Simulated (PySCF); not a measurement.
## Bond curve of SrH⁺

Set-up: basis Sr def2-SVPD with ECP28, H def2-SVPD; scalar-relativistic core potentials; PySCF 2.14. Energies in eV from Sr⁺ + H in their ground configurations at the same level. State: ¹Σ⁺ (singlet), closed shell.

All columns are PBE0. A positive dipole points towards H; it is taken about the centre of mass and depends on that origin.

| R (Å) | E (eV) | μ (D) | Mulliken charge on Sr (basis-dependent) | HOMO (eV) | LUMO (eV) | Mayer bond order | ⟨S²⟩ |
| --- | --- | --- | --- | --- | --- | --- | --- |
| 1.755 | -1.674 | -4.04 | 0.89 | -11.42 | -6.54 | 1.04 | 0.00 |
| 1.837 | -1.886 | -4.32 | 0.94 | -11.32 | -6.59 | 1.05 | 0.00 |
| 1.919 | -2.010 | -4.57 | 0.99 | -11.21 | -6.65 | 1.05 | 0.00 |
| 1.980 | -2.057 | -4.74 | 1.02 | -11.13 | -6.69 | 1.05 | 0.00 |
| 2.041 | -2.071 | -4.89 | 1.05 | -11.04 | -6.73 | 1.04 | 0.00 |
| 2.102 | -2.059 | -5.04 | 1.07 | -10.95 | -6.77 | 1.04 | 0.00 |
| 2.184 | -2.007 | -5.21 | 1.10 | -10.83 | -6.83 | 1.03 | 0.00 |
| 2.286 | -1.901 | -5.39 | 1.13 | -10.69 | -6.90 | 1.02 | 0.00 |
| 2.408 | -1.729 | -5.57 | 1.15 | -10.53 | -6.98 | 1.00 | 0.00 |
| 2.572 | -1.454 | -5.75 | 1.17 | -10.33 | -7.09 | 0.99 | 0.00 |

A fit through these points gives, at Re = 2.041 Å, μ = -4.89 D and dμ/dR = -2.44 D/Å; the reduced mass is 0.9964 u.

Q: How strong is the fundamental in the double-harmonic approximation, I = 42.26·(dμ/dR)²/μred km/mol?

A: I = 42.26·(-2.44)²/0.9964 = 253 km/mol at PBE0.

For an ion De counts to the pair picked by the measured ionisation energies or electron affinities, which need not be the lowest pair at this level.
